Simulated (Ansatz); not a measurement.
`BN[SiH2]O` + CH₃OH → `BN[SiH2]CO` + H₂O  (formal exchange of groups at the Si–O bond)

Calculated with Ansatz (gas phase, PBE0-D4/def2-TZVP geometries, no zero-point term in ΔE). CCSD(T)/CBS adds triple-zeta CCSD(T) − MP2 to the extrapolated MP2 energy (def2 sets, frozen cores). This one scheme is used for every species. DFT in def2-TZVPP. Each species was taken in one conformer, which may not be the lowest.

Q: Is it downhill or uphill in electronic energy at CCSD(T)/CBS, and by how much? (Estimate.)

A: Computed: Uphill: ΔE = +28.7 kcal/mol.

Q: What do these levels give: PBE0, MP2/def2-TZVPP, CCSD/def2-TZVPP, HF/def2-QZVPP, HF/CBS(def2), CCSD/CBS(def2)? (Estimate.)

A: Computed: PBE0 28.1, MP2/def2-TZVPP 29.8, CCSD/def2-TZVPP 29.8, HF/def2-QZVPP 34.6, HF/CBS(def2) 34.6, CCSD/CBS(def2) 29.4 kcal/mol.

Largest T1 diagnostic among the species: 0.012.

From PBE to PBE0 (25 % exact exchange), in def2-TZVPP and without D4, ΔE moves by +1.3 kcal/mol. In def2-TZVPP, CCSD(T) changes the Hartree–Fock value by −5.3 kcal/mol (the triples alone add −0.7 kcal/mol) and MP2 by −4.7 kcal/mol. The D4 term adds −1.4 kcal/mol with B3LYP and −0.8 kcal/mol with PBE0; it sums over pairs of atoms, weighted by their polarisabilities, and B3LYP, whose exchange is more repulsive, gets the larger term.

B3LYP here is the variant with VWN-RPA as its local correlation; programs differ in this.
